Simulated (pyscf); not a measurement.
# •H₂C–C(CH₃)=NH, doublet

Gas-phase minimum from PySCF at ωB97X-D3(BJ)/def2-SVP, one conformer. Other isomers of •H₂C–C(CH₃)=NH were not searched in full and may lie lower. 

```xyz
10

C     -0.5316     1.1571    -1.7179
C     -0.3328     0.4649    -0.4948
C     -0.3764    -1.0485    -0.5004
N     -0.1119     1.0665     0.6469
H     -0.5053     2.2510    -1.7450
H     -0.7142     0.6232    -2.6548
H     -0.2087    -1.4198     0.5189
H      0.3988    -1.4609    -1.1659
H     -1.3523    -1.4119    -0.8602
H     -0.1098     2.0827     0.4963
```
Charge 0, spin multiplicity 2.

Bonded distances (Å): C1–C2 1.419, C1–H5 1.095, C1–H6 1.094, C2–C3 1.514, C2–N4 1.309, C3–H7 1.098, C3–H8 1.102, C3–H9 1.102, N4–H10 1.027. Angles (°): C2–C1–H5 120.4, C2–C1–H6 121.6, H5–C1–H6 118.1, C1–C2–C3 118.7, C1–C2–N4 123.4, C3–C2–N4 117.9, C2–C3–H7 109.3, C2–C3–H8 110.9, C2–C3–H9 110.9, H7–C3–H8 109.1, H7–C3–H9 109.1, H8–C3–H9 107.6, C2–N4–H10 109.1.

Properties at ωB97X-D3(BJ)/def2-SVP:

- Harmonic wavenumbers, unscaled = 74, 404, 445, 505, 513, 722, 842, 874, 961, 1049, 1061, 1183, 1351, 1402, 1448, 1470, 1471, 1546, 3073, 3159, 3168, 3201, 3283, 3483 cm⁻¹
- Zero-point energy = 52.4 kcal/mol
- Rotational symmetry number = 1
- Entropy of this conformer at 298 K and 1 atm, rigid rotor and harmonic oscillator, modes under 100 cm⁻¹ raised to 100 = 296.7 J/(mol K)
- Dipole moment = 2.20 D
- Spin expectation value S2 = 0.790

Single-point totals, which compare only within one level:

```csv
level,total energy (hartree)
ωB97X-D3(BJ)/def2-TZVP,-172.76073
PBE/def2-TZVP,-172.45408
r²SCAN/def2-TZVP,-172.58084
B3LYP-D3(BJ)/def2-TZVP,-172.70149
PBE0-D3(BJ)/def2-TZVP,-172.47749
M06-2X/def2-TZVP,-172.59397
ωB97M-D3(BJ)/def2-TZVP,-172.72709
```

Soft torsions are taken as harmonic, which can shift the entropy by several J/(mol K).
